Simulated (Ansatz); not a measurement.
Relaxation of CH5NSeSi (9 atoms, charge 0, multiplicity 1), to a largest force component of 0.02 eV/Å in at most 50 steps.

These are results of RKS PBE0-D4/def2-SVP in Ansatz, not measurements.

```xyz
9
Properties=species:S:1:pos:R:3
N 0.010 1.621 -0.296
C 0.277 0.539 -0.837
Si 0.353 -0.967 0.199
Se -1.573 -1.372 1.156
H -0.097 2.509 -0.902
H 0.491 0.490 -1.900
H 1.414 -0.761 1.273
H 0.818 -2.098 -0.627
H -1.604 -0.006 1.917
```

Q: Where does it end, and by what steps?

A: The run converged. The force dipped under the threshold on the way, but the program's further checks kept it going. After 26 steps the energy has fallen by 0.444 eV; H6 moved furthest, 0.84 Å.

| step | energy less start (eV) | largest force component (eV/Å) | accepted |
| --- | --- | --- | --- |
| 0 | 0.0000 | 3.807 | yes |
| 1 | -0.2740 | 1.258 | yes |
| 2 | -0.3741 | 0.989 | yes |
| 3 | -0.3947 | 0.645 | yes |
| 4 | -0.4204 | 0.294 | yes |
| 5 | -0.4234 | 0.373 | yes |
| 6 | -0.4217 | 0.192 | no |
| 7 | -0.4286 | 0.045 | yes |
| 8 | -0.4290 | 0.039 | yes |
| 9 | -0.4295 | 0.019 | yes |
| 10 | -0.4295 | 0.020 | yes |
| 11 | -0.4299 | 0.010 | yes |
| 12 | -0.4284 | 0.373 | no |
| 13 | -0.4310 | 0.078 | yes |
| 14 | -0.4315 | 0.293 | yes |
| 15 | -0.4333 | 0.170 | yes |
| 16 | -0.4370 | 0.221 | yes |
| 17 | -0.4387 | 0.132 | yes |
| 18 | -0.4418 | 0.277 | yes |
| 19 | -0.4422 | 0.145 | yes |
| 20 | -0.4437 | 0.063 | yes |
| 21 | -0.4439 | 0.086 | yes |
| 22 | -0.4441 | 0.031 | yes |
| 23 | -0.4443 | 0.011 | yes |
| 24 | -0.4443 | 0.027 | yes |
| 25 | -0.4443 | 0.026 | yes |
| 26 | -0.4443 | 0.017 | yes |

```xyz
9
Properties=species:S:1:pos:R:3
N 0.580 1.765 -0.383
C 0.186 0.631 -0.807
Si 0.437 -0.891 0.288
Se -1.596 -1.605 1.054
H 0.351 2.508 -1.055
H -0.342 0.495 -1.776
H 1.374 -0.554 1.395
H 0.937 -2.046 -0.516
H -1.838 -0.349 1.783
```

Whether the end is a true minimum wasn't checked by a vibrational analysis.

Time of the run: 61 s on 2 threads of Intel(R) Xeon(R) Platinum 8488C (Sapphire Rapids), with other jobs on the host, peak memory 0.26 GiB.
